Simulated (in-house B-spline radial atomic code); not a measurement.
# Ionising the cadmium ion Cd⁸⁺ with different functionals

Computed with an all-electron radial atomic-structure program (B-spline basis): four-component Dirac-Coulomb Hamiltonian, Fermi nucleus of rms radius 4.6087 fm, spin-restricted, spherical fractional occupations for the functionals. The ionisation energy is the difference of two self-consistent energies, [Kr] 4d4 → [Kr] 4d3, without Breit or QED terms; ε is the level of the shell that loses the electron (mean over j). The electron is taken from both j subshells in proportion to 2j + 1, so the result is a j average, not the step between ground levels.

Hybrids are left out here: with spherical fractional occupations of an open shell their exact exchange keeps a self-interaction that integer-occupation calculations don't have.

```json
{"method": "LDA VWN5", "rung": "LDA", "ΔSCF (eV)": "150.50", "-ε(4d) (eV)": "139.82"}
{"method": "relativistic LDA", "rung": "LDA", "ΔSCF (eV)": "150.51", "-ε(4d) (eV)": "139.84"}
{"method": "LDA PW92", "rung": "LDA", "ΔSCF (eV)": "150.49", "-ε(4d) (eV)": "139.81"}
{"method": "LDA exchange-only", "rung": "LDA", "ΔSCF (eV)": "?", "-ε(4d) (eV)": "?"}
{"method": "PBE", "rung": "GGA", "ΔSCF (eV)": "150.33", "-ε(4d) (eV)": "139.65"}
{"method": "PBEsol", "rung": "GGA", "ΔSCF (eV)": "150.28", "-ε(4d) (eV)": "139.61"}
{"method": "BLYP", "rung": "GGA", "ΔSCF (eV)": "?", "-ε(4d) (eV)": "?"}
{"method": "RPBE", "rung": "GGA", "ΔSCF (eV)": "150.30", "-ε(4d) (eV)": "139.62"}
{"method": "PW91", "rung": "GGA", "ΔSCF (eV)": "150.43", "-ε(4d) (eV)": "139.76"}
{"method": "BP86", "rung": "GGA", "ΔSCF (eV)": "150.38", "-ε(4d) (eV)": "139.71"}
{"method": "AM05", "rung": "GGA", "ΔSCF (eV)": "150.31", "-ε(4d) (eV)": "139.63"}
{"method": "OLYP", "rung": "GGA", "ΔSCF (eV)": "150.87", "-ε(4d) (eV)": "140.17"}
```

What does BLYP give?

ΔSCF 150.11 eV, and -ε(4d) = 139.44 eV.

What does LDA exchange-only give?

ΔSCF 148.51 eV, and -ε(4d) = 137.85 eV.

How do they compare with the NIST value?

NIST lists 150 eV ± 2.2 (tabulated theory, ground level to ground level). Errors run from -1.49 to +0.87 eV; all lie within about twice that uncertainty, so the table can't rank the methods.
